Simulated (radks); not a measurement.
All-electron atom: In8+ in [Kr] 4d5 (the NIST ground configuration). All-electron calculation, scalar-relativistic Kohn-Sham, SCAN, spin-polarised, spherical densities, finite nucleus; open shells are filled with parallel spins first (spin-orbit coupling, left out, can overturn this in heavy ions); meta-GGA in the generalised Kohn-Sham scheme; Fermi nuclear charge, rms radius 4.6156 fm. Program: a radial shooting solver on a logarithmic mesh with Libxc functionals.

Unscreened Slater integrals over Kohn-Sham orbitals (eV). They are taken over the spin-up orbitals.

integral,value
"F0(4d,4d)",24.894
"F2(4d,4d)",12.852
"F4(4d,4d)",8.6222
"F0(4d,4p)",26.274
"F2(4d,4p)",13.587
"G1(4d,4p)",17.265
"G3(4d,4p)",10.796
"F0(4d,4s)",26.942
"G2(4d,4s)",13.245
"F0(4d,3d)",32.801
"F2(4d,3d)",7.5054
"F4(4d,3d)",3.4675
"G0(4d,3d)",2.4485
"G2(4d,3d)",2.8839
"G4(4d,3d)",2.2075
"F0(4p,4p)",27.951
"F2(4p,4p)",14.823
"F0(4p,4s)",28.770
"G1(4p,4s)",19.706
"F0(4p,3d)",35.887
"F2(4p,3d)",8.9115
"G1(4p,3d)",2.8514
"G3(4p,3d)",2.7988
"F0(4s,4s)",29.685
"F0(4s,3d)",37.641
"G2(4s,3d)",3.1293
"F0(3d,3d)",76.443
"F2(3d,3d)",38.203
"F4(3d,3d)",24.400

Derived for the open shells (J is the average intra-shell exchange parameter used in DFT+U). 4d: Racah B = F2/49 - 5 F4/441 = 0.1645 eV, C = 35 F4/441 = 0.6843 eV, C/B = 4.16, F4/F2 = 0.671, J = (F2 + F4)/14 = 1.534 eV.
